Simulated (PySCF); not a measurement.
Simulated outer-valence photoelectron spectrum of `C#[C][GeH2][NH2]`. Level of theory: EOM-IP-CCSD/aug-cc-pVDZ in PySCF, restricted Hartree–Fock reference, frozen core, non-relativistic, gas phase, PBE0-D3(BJ)/def2-SVP geometry.

Each root has a Gaussian of 0.4 eV full width with its one-hole share as area; cross sections and vibrations are left out, and the highest printed point is 100.

| ionisation energy (eV) | intensity |
| --- | --- |
| 9.4 | 1 |
| 9.6 | 18 |
| 9.8 | 59 |
| 10.0 | 47 |
| 10.2 | 11 |
| 10.4 | 19 |
| 10.6 | 70 |
| 10.8 | 100 |
| 11.0 | 66 |
| 11.2 | 16 |
| 11.4 | 1 |
| 11.6 | 0 |
| 11.8 | 0 |
| 12.0 | 0 |
| 12.2 | 6 |
| 12.4 | 39 |
| 12.6 | 83 |
| 12.8 | 86 |
| 13.0 | 47 |
| 13.2 | 8 |
| 13.4 | 1 |
| 13.6 | 8 |
| 13.8 | 44 |
| 14.0 | 59 |
| 14.2 | 20 |
| 14.4 | 2 |
| 14.6 | 0 |
| 14.8 | 0 |
| 15.0 | 0 |
| 15.2 | 0 |
| 15.4 | 0 |
| 15.6 | 0 |
| 15.8 | 0 |
| 16.0 | 2 |
| 16.2 | 22 |
| 16.4 | 61 |
| 16.6 | 43 |
| 16.8 | 8 |
| 17.0 | 1 |
| 17.2 | 7 |
| 17.4 | 41 |
| 17.6 | 59 |
| 17.8 | 21 |
| 18.0 | 2 |

Where are the maxima, and how many lines lie under the curve?

6 maxima, at 9.9, 10.8, 12.7, 13.9, 16.5 and 17.6 eV, from 8 lines. At this width some lines have no maximum of their own.

List the lines with their holes.

```json
{"E (eV)": "9.87", "leading hole (HF orbital)": "HOMO", "area": "0.94", "Koopmans (eV)": "10.72"}
{"E (eV)": "10.67", "leading hole (HF orbital)": "HOMO-1", "area": "0.96", "Koopmans (eV)": "10.78"}
{"E (eV)": "10.91", "leading hole (HF orbital)": "HOMO-2", "area": "0.95", "Koopmans (eV)": "11.57"}
{"E (eV)": "12.57", "leading hole (HF orbital)": "HOMO-3", "area": "0.95", "Koopmans (eV)": "13.21"}
{"E (eV)": "12.86", "leading hole (HF orbital)": "HOMO-4", "area": "0.94", "Koopmans (eV)": "13.80"}
{"E (eV)": "13.94", "leading hole (HF orbital)": "HOMO-5", "area": "0.94", "Koopmans (eV)": "15.50"}
{"E (eV)": "16.45", "leading hole (HF orbital)": "HOMO-6", "area": "0.95", "Koopmans (eV)": "17.62"}
{"E (eV)": "17.55", "leading hole (HF orbital)": "HOMO-7", "area": "0.92", "Koopmans (eV)": "19.30"}
```

The widest gap, 2.51 eV, lies between 13.94 and 16.45 eV. Only orbitals with −ε under 21 eV, eight at most, were ionised, so the high end of the curve may lack lines.

Conformer computed: `[CH:1]#[C:2][GeH2:3][NH2:4]`: H–N4–Ge3–C2 -62°, H–N4–Ge3–C2 62°.

One conformer stands for the species.
